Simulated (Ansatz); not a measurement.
Stepwise reaction of `CB(C)O[SiH3]` with hydrogen fluoride, as a gas-phase model of exchange steps in deposition or etching. ΔE in kJ/mol; ΔG adds harmonic PBE0-D4 terms to CCSD(T)/CBS, at 1 bar.

Calculated with Ansatz (gas phase, PBE0-D4/def2-TZVP geometries, no zero-point term in ΔE). CBS: MP2 limit from def2 TZ/QZ plus the TZ coupled-cluster correction, frozen cores. This one scheme is used for every species. Functionals use def2-TZVPP. B3LYP here is the variant with VWN-RPA as its local correlation; programs differ in this. Each species was taken in one conformer, which may not be the lowest.

| step | reaction | PBE-D4 | B3LYP-D4 | ωB97M-V | CCSD(T)/CBS | ΔG(500 K) |
| --- | --- | --- | --- | --- | --- | --- |
| 1 | `CB(C)O[SiH3]` + H–F → `CB(F)O[SiH3]` + CH₄ | -153.9 | -164.0 | -161.8 | -154.3 | -148.1 |

**Question.** Give the row of step 2, `CB(F)O[SiH3]` + H–F → `FB(F)O[SiH3]` + CH₄. (An estimate is asked.)

**Answer.** Computed: 
```tsv
step	reaction	PBE-D4	B3LYP-D4	ωB97M-V	CCSD(T)/CBS	ΔG(500 K)
2	`CB(F)O[SiH3]` + H–F → `FB(F)O[SiH3]` + CH₄	-129.5	-140.0	-136.8	-131.1	-123.2
```

**Question.** By hand: ΔE of the 2 steps together at CCSD(T)/CBS.

**Answer.** (-154.3) + (-131.1) = -285.4 kJ/mol, or -142.7 kJ/mol a step.

In ΔE each step is higher than the one before. All are downhill at CCSD(T)/CBS. ΔG lies between -148.1 and -123.2 kJ/mol a step. PBE-D4 differs from CCSD(T)/CBS by 0.4 to 1.6 kJ/mol a step. Isolated molecules leave out the surface, adducts and barriers. Largest T1 diagnostic: 0.012.
